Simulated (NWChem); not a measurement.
System: BeBr$_{2}$; SMILES [Br][Be][Br]

Output (shortened):

```
             Northwest Computational Chemistry Package (NWChem) 7.3.0
             --------------------------------------------------------

                             Geometry "geometry" -> ""
                             -------------------------

 Output coordinates in angstroms (scale by  1.889725989 to convert to a.u.)

  No.       Tag          Charge          X              Y              Z
 ---- ---------------- ---------- -------------- -------------- --------------
    1 Be                   4.0000    -0.00000400     0.00000500    -0.00000400
    2 Br                  35.0000     1.43748800     0.32089800    -1.28233300
    3 Br                  35.0000    -1.43749100    -0.32089300     1.28232800

 Effective nuclear repulsion energy (a.u.)     241.8437685576

  pbe96 is a nonlocal functional; adding pw91lda local functional.

                                 NWChem DFT Module
                                 -----------------

 Summary of "ao basis" -> "ao basis" (spherical)
 ------------------------------------------------------------------------------
       Tag                 Description            Shells   Functions and Types
 ---------------- ------------------------------  ------  ---------------------
 Be                       aug-cc-pvdz                9       23   4s3p2d
 Br                       aug-cc-pvdz               14       36   6s5p3d

            General Information
            -------------------
          SCF calculation type: DFT
          Wavefunction type:  closed shell.
          No. of atoms     :     3
          No. of electrons :    74
           Alpha electrons :    37
            Beta electrons :    37
          Charge           :     0
          Spin multiplicity:     1
          Use of symmetry is: off; symmetry adaption is: off
          Maximum number of iterations: 150
          AO basis - number of functions:    95
                     number of shells:    37
          Convergence on energy requested:  1.00D-06
          Convergence on density requested:  1.00D-05
          Convergence on gradient requested:  5.00D-04

              XC Information
              --------------
          PerdewBurkeErnzerhof Exchange Functional  1.000
            Perdew 1991 LDA Correlation Functional  1.000 local
           PerdewBurkeErnz. Correlation Functional  1.000 non-local

             Grid Information
             ----------------
          Grid used for XC integration:  medium
          Radial quadrature: Mura-Knowles
          Angular quadrature: Lebedev.
          Tag              B.-S. Rad. Rad. Pts. Rad. Cut. Ang. Pts.
          ---              ---------- --------- --------- ---------
          Be                  1.05       49          17.0       434
          Br                  1.15      112          14.0       590
          Grid pruning is: on
          Number of quadrature shells:   273
          Spatial weights used:  Erf1

      Superposition of Atomic Density Guess
      -------------------------------------

 Sum of atomic energies:       -5159.32058664

      Non-variational initial energy
      ------------------------------

 Total energy =   -5159.942744
 1-e energy   =   -7663.554906
 2-e energy   =    2261.768393
 HOMO         =      -0.415606
 LUMO         =      -0.011133

   convergence    iter        energy       DeltaE   RMS-Dens  Diis-err
 ---------------- ----- ----------------- --------- --------- ---------
 d= 0,ls=0.0,diis     1  -5162.2837549599 -5.40D+03  1.45D-02  5.20D-01
 d= 0,ls=0.0,diis     2  -5162.2501077024  3.36D-02  1.00D-02  5.22D-01
 d= 0,ls=0.0,diis     3  -5162.3195119160 -6.94D-02  2.97D-03  9.60D-02
 d= 0,ls=0.0,diis     4  -5162.3380496920 -1.85D-02  1.92D-04  3.05D-04
 d= 0,ls=0.0,diis     5  -5162.3380939603 -4.43D-05  6.88D-05  3.07D-05
  Resetting Diis
 d= 0,ls=0.0,diis     6  -5162.3380994519 -5.49D-06  1.67D-05  1.34D-06
 d= 0,ls=0.0,diis     7  -5162.3380996518 -2.00D-07  2.61D-06  9.25D-09

         Total DFT energy =    -5162.338099651829
      One electron energy =    -7664.625522329677
           Coulomb energy =     2445.118819420675
    Exchange-Corr. energy =     -184.675165300468
 Nuclear repulsion energy =      241.843768557641

 Numeric. integr. density =       73.999994222507

                       DFT Final Molecular Orbital Analysis
                       ------------------------------------

[...]

                                NWChem TDDFT Module
                                -------------------

            General Information
            -------------------
           No. of orbitals :     190
            Alpha orbitals :      95
             Beta orbitals :      95
        Alpha frozen cores :       0
         Beta frozen cores :       0
     Alpha frozen virtuals :       0
      Beta frozen virtuals :       0
         Spin multiplicity :       1
    Number of AO functions :      95
        Use of symmetry is : off
      Symmetry adaption is : off
         Schwarz screening :  0.10D-07

              XC Information
              --------------
   PerdewBurkeErnzerhof Exchange Functional   1.00
     Perdew 1991 LDA Correlation Functional   1.00 local
    PerdewBurkeErnz. Correlation Functional   1.00 non-local

             TDDFT Information
             -----------------
          Calculation type : Tamm-Dancoff TDDFT
         Wavefunction type : Restricted singlets
          No. of electrons :      74
           Alpha electrons :      37
            Beta electrons :      37
              No. of roots :       8
          Max subspacesize :    5600
            Max iterations :     100
               Target root :       1
           Target symmetry : none
      Symmetry restriction : off
                 Algorithm : Optimal
        Davidson threshold :  0.10D-03

    8 smallest eigenvalue differences (eV)
--------------------------------------------------------
  No. Spin  Occ  Vir  Irrep   E(Occ)    E(Vir)   E(Diff)
--------------------------------------------------------
    1    1   37   38 a        -0.281    -0.052     6.230
    2    1   36   38 a        -0.281    -0.052     6.230
    3    1   37   39 a        -0.281    -0.050     6.283
    4    1   36   39 a        -0.281    -0.050     6.283
    5    1   37   40 a        -0.281    -0.050     6.283
    6    1   36   40 a        -0.281    -0.050     6.283
    7    1   35   38 a        -0.299    -0.052     6.719
    8    1   34   38 a        -0.299    -0.052     6.719
--------------------------------------------------------

  Entering Davidson iterations
  Restricted singlet excited states

  Iter   NTrls   NConv    DeltaV     DeltaE      Time
  ----  ------  ------  ---------  ---------  ---------
    1      8       1     0.14E+00   0.10+100       19.8
    2     15       1     0.76E-01   0.39E-02       16.7
    3     22       3     0.26E-01   0.38E-01       19.0
    4     27       6     0.76E-02   0.91E-03       18.3
    5     29       7     0.64E-03   0.96E-04       16.1
    6     30       8     0.49E-04   0.34E-06       15.5
  ----  ------  ------  ---------  ---------  ---------
  Convergence criterion met

  Ground state a       -5162.338099651829 a.u.

  ----------------------------------------------------------------------------
  Root   1 singlet a              0.230893313 a.u.                6.2829 eV
  ----------------------------------------------------------------------------
     Transition Moments    X  0.00000   Y  0.00000   Z  0.00000
     Dipole Oscillator Strength                    0.0000000000
     Electric Quadrupole                           0.0000000000
     Magnetic Dipole                               0.0000000000
     Total Oscillator Strength                     0.0000000000

     Occ.   36  a   ---  Virt.   39  a        0.23122
     Occ.   36  a   ---  Virt.   40  a       -0.66823
     Occ.   37  a   ---  Virt.   39  a       -0.66823
     Occ.   37  a   ---  Virt.   40  a       -0.23122
  ----------------------------------------------------------------------------
  Root   2 singlet a              0.231048402 a.u.                6.2871 eV
  ----------------------------------------------------------------------------
     Transition Moments    X  0.00001   Y  0.00000   Z -0.00000
     Dipole Oscillator Strength                    0.0000000000
     Electric Quadrupole                           0.0000004804
     Magnetic Dipole                               0.0000012633
     Total Oscillator Strength                     0.0000017437

     Occ.   36  a   ---  Virt.   38  a       -0.22335
     Occ.   37  a   ---  Virt.   38  a       -0.97413
  ----------------------------------------------------------------------------
  Root   3 singlet a              0.231048405 a.u.                6.2871 eV
  ----------------------------------------------------------------------------
     Transition Moments    X -0.00000   Y  0.00000   Z  0.00000
     Dipole Oscillator Strength                    0.0000000000
     Electric Quadrupole                           0.0000004804
     Magnetic Dipole                               0.0000012633
     Total Oscillator Strength                     0.0000017437

     Occ.   36  a   ---  Virt.   38  a       -0.97413
     Occ.   37  a   ---  Virt.   38  a        0.22335
  ----------------------------------------------------------------------------
  Root   4 singlet a              0.233705779 a.u.                6.3595 eV
  ----------------------------------------------------------------------------
     Transition Moments    X  0.00000   Y  0.00000   Z -0.00000
     Dipole Oscillator Strength                    0.0000000000
     Electric Quadrupole                           0.0000000000
     Magnetic Dipole                               0.0000000000
     Total Oscillator Strength                     0.0000000000

[...]
```

Level: PBE/aug-cc-pVDZ, TDA. Structure relaxed at the PBE0/def2-SVP level.

### Question
Write an input that gives this output.

### Answer
One answer among several that fit: the input that was run:
```
start job
memory heap 200 mb stack 900 mb global 1100 mb
geometry units angstroms noautosym nocenter noautoz
  Be    -0.000004     0.000005    -0.000004
  Br     1.437488     0.320898    -1.282333
  Br    -1.437491    -0.320893     1.282328
end
basis spherical
  * library aug-cc-pvdz
end
dft
  xc xpbe96 cpbe96
  iterations 150
end
tddft
  cis
  nroots 8
  notriplet
end
task tddft energy
```
